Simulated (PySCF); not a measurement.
How methods differ on the excitation energy of Fe⁺

Fe⁺ [Ar] 3d6 4s1 (6D) → Fe⁺ [Ar] 3d6 4p1 (high-spin determinant), as a difference of total energies. Computed with PySCF 2.14 in aug-cc-pVDZ, with the non-relativistic Hamiltonian (point nucleus). Correlated levels: valence: [Ar] frozen. The calculations carry no spin-orbit coupling.

```csv
method,excitation energy (eV)
UHF,4.402
MP2 (valence),4.615
SCS-MP2 (valence),4.541
CCSD (valence),4.596
CCSD(T) (valence),4.589
```

Task: How much does correlation contribute at CCSD(T) (valence)?

Result: 4.589 − (4.402) = 0.187 eV, measured against UHF.

The determinant of the upper state mixes LS terms, which raises its energy above the lowest term, most at the Hartree-Fock and MP2 levels.
